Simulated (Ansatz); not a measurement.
N-butylpyridinium hexafluoroantimonate, `CCCC[n+]1ccccc1.[F][Sb-]([F])([F])([F])([F])[F]`. Total charge 0; singlet. Geometry PBE-D4/def2-SVP, basis def2-TZVP, Ansatz.

```xyz
31

C     3.949   -0.522   -0.164
C     2.564   -0.918   -0.672
C     1.491   -0.848    0.423
C     0.127   -1.247   -0.138
N    -1.016   -0.873    0.738
C    -1.809   -1.828    1.289
C    -2.931   -1.479    2.034
C    -3.252   -0.119    2.193
C    -2.420    0.848    1.619
C    -1.294    0.446    0.901
H     3.946    0.519    0.222
H     4.704   -0.573   -0.974
H     4.293   -1.185    0.658
H     2.253   -0.238   -1.493
H     2.596   -1.945   -1.102
H     1.441    0.199    0.784
H     1.758   -1.494    1.289
H    -0.072   -0.724   -1.096
H     0.056   -2.338   -0.309
H    -1.518   -2.870    1.098
H    -3.554   -2.273    2.468
H    -4.147    0.177    2.761
H    -2.627    1.925    1.678
H    -0.597    1.158    0.431
F    -1.917    2.841   -3.445
Sb   -0.568    2.364   -2.150
F     0.619    1.592   -3.472
F    -1.398    0.580   -1.927
F     0.281    4.094   -2.243
F     0.735    1.794   -0.756
F    -1.691    2.935   -0.643
```

| run | HOMO (eV) | LUMO (eV) |
| --- | --- | --- |
| A | -8.35 | -3.93 |
| B | -9.36 | -3.18 |
| C | -8.96 | -3.56 |
| D | -7.89 | -3.88 |
| E | -7.94 | -4.03 |

In the def2 sets Sb takes a core potential; there is no spin–orbit coupling. HSE06 is defined as in plane-wave codes, on full-range PBE exchange. Single mean-field runs in def2-TZVP are fitted with def2-universal-jkfit.

Task: The runs used BLYP, HSE06, PBE, PBE0, r2SCAN. Estimate which is which.

Result: A r2SCAN (0 % exact exchange); B PBE0 (25 % exact exchange); C HSE06 (range-separated); D BLYP (0 % exact exchange); E PBE (0 % exact exchange). Exact exchange lowers occupied and raises empty levels; among semilocal functionals meta-GGAs tend to open the gap a little, and such runs are hard to tell apart. The gap grows from 3.91 eV (PBE) to 6.18 eV (PBE0).
